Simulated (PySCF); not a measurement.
Delta-SCF ions had no search for a lower state. Excitations are Tamm–Dancoff values on a coarser integration grid. The basis has no diffuse functions, so Rydberg states are missing or too high.

Cartesian coordinates (Å):
SMILES: C#C/C=C1/CO1
```xyz
10

C      2.7980    -0.5168     0.1919
C      1.7336     0.0091    -0.0026
C      0.4976     0.6511    -0.2400
C     -0.6757     0.0723    -0.0272
C     -2.0991    -0.0136     0.0039
O     -1.1774    -1.0876     0.4002
H      3.7358    -0.9876     0.3661
H      0.4956     1.6681    -0.6140
H     -2.6538    -0.2174    -0.9067
H     -2.6545     0.4222     0.8285
```
Charge 0, spin multiplicity 1.

Task: Give the vertical ionisation energy (Delta-SCF), T1 excitation (TDA) and LUMO at the level PySCF with ωB97X-D3(BJ)/def2-TZVP // PBE0-D3(BJ)/def2-TZVP.

Result: 
```
Quantity                                 Result
--------------------------------------  -------
vertical ionisation energy (Delta-SCF)  8.74 eV
T1 excitation (TDA)                     3.79 eV
LUMO                                    1.72 eV
```
